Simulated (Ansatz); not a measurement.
A CCSD(T) single point on CH$_{8}$B$_{2}$SSi.

```yaml
crystal:
  periodic: [false, false, false]
  atoms:
    - {symbol: B, position_ang: [-0.418609, 1.188851, 0.063327]}
    - {symbol: Si, position_ang: [-0.961365, 0.524925, 1.871853]}
    - {symbol: S, position_ang: [-0.086885, -1.374322, 1.286812]}
    - {symbol: B, position_ang: [0.254570, -0.437399, -0.258286]}
    - {symbol: C, position_ang: [0.980806, -1.041807, -1.507040]}
    - {symbol: H, position_ang: [0.813988, 0.822888, 0.024498]}
    - {symbol: H, position_ang: [-0.476717, 2.188513, -0.582849]}
    - {symbol: H, position_ang: [-0.283598, 1.087931, 3.069877]}
    - {symbol: H, position_ang: [-2.410889, 0.384613, 2.173159]}
    - {symbol: H, position_ang: [-0.888119, 0.260193, -0.692906]}
    - {symbol: H, position_ang: [1.090254, -0.328631, -2.326757]}
    - {symbol: H, position_ang: [0.430654, -1.911000, -1.879077]}
    - {symbol: H, position_ang: [1.976111, -1.399553, -1.227811]}
basis:
  gaussian: {orbitals: def2-TZVPP}
correlation: {method: ccsd_t}
```

```sh
$ ansatz run in.yaml --threads 4 --pin off --events-out ev --progress --plain --max-ram 10444MiB
```

The program prints (abridged):

```
Functional definition: HF
1660 factors; integrals over basis functions are off by at most 9.9e-4 eV
mean field evaluation 1: about -21178.4122 eV, gradient 3.1e1 eV
mean field evaluation 2: about -21178.7050 eV, gradient 3.1e1 eV
mean field evaluation 4: about -21181.9805 eV, gradient 3.7e0 eV
mean field evaluation 8: about -21182.0427 eV, gradient 2.4e-1 eV
mean field -21182.04320064 eV, -778.4257299189 hartree, gradient 2.0e-6 eV, S^2 0.000000; 0 other end points of the search recorded, 0 dependent functions left out
13 core orbitals not correlated: weight in the atoms' cores, before any rotation towards them, 1.000 or more for the frozen orbitals, at most 0.000 for the correlated occupied ones
reference -21182.04320064 eV, -778.4257299189 hartree; 14, 14 occupied and 262, 262 virtual orbitals, 1660 factors
second order -19.39051346 eV of doubles, -0.00000000 eV of singles
cycle   1  -20.46637905 eV  change    -1.1e0 eV  update   1.0e-1
cycle   2  -21.01107694 eV  change   -5.4e-1 eV  update   2.9e-2
cycle   3  -21.10252130 eV  change   -9.1e-2 eV  update   1.5e-2
cycle   4  -21.09587581 eV  change    6.6e-3 eV  update   4.3e-3
cycle   5  -21.09408460 eV  change    1.8e-3 eV  update   2.3e-3
cycle   6  -21.09419118 eV  change   -1.1e-4 eV  update   8.4e-4
cycle   7  -21.09415230 eV  change    3.9e-5 eV  update   3.4e-4
cycle   8  -21.09427059 eV  change   -1.2e-4 eV  update   1.0e-4
cycle   9  -21.09428904 eV  change   -1.8e-5 eV  update   3.3e-5
perturbative correction -0.95691495 eV, -0.0351659758 hartree
Total energy: -21204.09440463 eV, -779.2360967188 hartree
```

Hardware: 4 threads of an Arm Neoverse V2 on a shared host. Wall time 2.7 min, peak host memory 8.5 GiB.

The correlation energy is -22.051 eV, 4.3 % of it from (T); the T1 diagnostic reads 0.0128.
